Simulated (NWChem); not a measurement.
System: BeH$_{2}$Se; SMILES [BeH][SeH]

Input file for NWChem:

```
start job
memory heap 200 mb stack 900 mb global 1100 mb
geometry units angstroms noautoz
  Be     0.104834    -1.553191     0.000000
  H      0.048291    -2.878659     0.000000
  Se     0.223681     0.486062     0.000000
  H     -1.257425     0.579550     0.000000
end
basis spherical
  Be library def2-svp
  H library def2-svp
  Se library def2-svp
end
dft
  xc xtpss03 ctpss03
  iterations 150
  mulliken
end
task dft energy
```

All runs use the structure optimised with B3LYP/6-31G* (spherical d).

Question: Give the results of this calculation. (TPSS/def2-SVP.) Quantities: basis functions; energy (Ha); highest occupied level (eV); orbital gap (eV); dipole (D).

Answer: 
```
Item                           Result
---------------------------  --------
number of basis functions          51
energy (Ha)                  -2417.16
highest occupied level (eV)     -6.31
orbital gap (eV)                 4.60
dipole (D)                       0.61
```
